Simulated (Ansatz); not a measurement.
Gas-phase electronic energies from Ansatz, PBE0-D4/def2-TZVP geometries. CCSD(T)/CBS adds triple-zeta CCSD(T) − MP2 to the extrapolated MP2 energy (def2 sets, frozen cores). Functionals use def2-TZVPP. B3LYP here is the variant with VWN-RPA as its local correlation; programs differ in this. HSE06 is defined as in plane-wave codes. One conformer a species, not always the lowest.

Consider the redistribution: `C[BH][AlH][OH]` + `C[SiH](S)S` → `[BH2][AlH][OH]` + `CS[SiH](C)S`.

```
             level  ΔE (kJ/mol)  difference from CCSD(T)/CBS
       LDA (SPW92)         69.9                         14.5
            PBE-D4         61.0                          5.6
           BLYP-D4         55.7                          0.3
         r2SCAN-D4         61.9                          6.5
            B97M-V         64.1                          8.7
           PBE0-D4         59.8                          4.4
          B3LYP-D4         56.3                          0.9
        r2SCANh-D4         61.5                          6.1
        r2SCAN0-D4         60.9                          5.5
          HSE06-D4         60.0                          4.6
          BHLYP-D4         55.1                         -0.3
      CAM-B3LYP-D4         58.9                          3.5
           ωB97X-V         55.7                          0.3
           ωB97M-V         58.8                          3.4
            B2PLYP         59.2                          3.8
          PBE-QIDH         59.1                          3.7
               PBE         64.9                          9.5
              BLYP         63.6                          8.2
            r2SCAN         63.1                          7.7
              PBE0         63.3                          7.9
             B3LYP         62.5                          7.1
           r2SCANh         62.8                          7.4
             BHLYP         60.0                          4.6
         CAM-B3LYP         62.6                          7.2
           LC-ωPBE         62.4                          7.0
RPA@PBE/def2-TZVPP         52.7                         -2.7
       HF/def2-SVP         61.3                          5.9
      MP2/def2-SVP         62.0                          6.6
     CCSD/def2-SVP         62.4                          7.0
  CCSD(T)/def2-SVP         61.7                          6.3
     HF/def2-TZVPP         54.5                         -0.9
SCS-MP2/def2-TZVPP         53.4                         -2.0
   CCSD/def2-TZVPP         57.6                          2.2
CCSD(T)/def2-TZVPP         56.8                          1.4
     HF/def2-QZVPP         54.4                         -1.0
    MP2/def2-QZVPP         54.7                         -0.7
SCS-MP2/def2-QZVPP         52.7                         -2.7
      HF/CBS(def2)         54.4                         -1.0
     MP2/CBS(def2)         54.1                         -1.3
    CCSD/CBS(def2)         56.3                          0.9
       CCSD(T)/CBS         55.4                            0
```

Question: What do rigid-rotor, harmonic-oscillator terms from PBE0-D4/def2-TZVP frequencies (298.15 K, 1 bar) make of the CCSD(T)/CBS value? (An estimate is asked.)

Answer: Computed: ΔZPE = +2.7 kJ/mol, ΔH = +58.1 kJ/mol, ΔS = -8 J/(mol·K), ΔG = +60.5 kJ/mol.

Largest T1 diagnostic among the species: 0.012.

At CCSD(T), def2-SVP lies +6.3 kJ/mol from the extrapolated value and def2-TZVPP +1.3 kJ/mol. The D4 term adds −6.2 kJ/mol with B3LYP and −3.5 kJ/mol with PBE0; it sums over pairs of atoms, weighted by their polarisabilities, and B3LYP, whose exchange is more repulsive, gets the larger term. From BLYP to BHLYP (50 % exact exchange), in def2-TZVPP and without D4, ΔE moves by −3.5 kJ/mol.
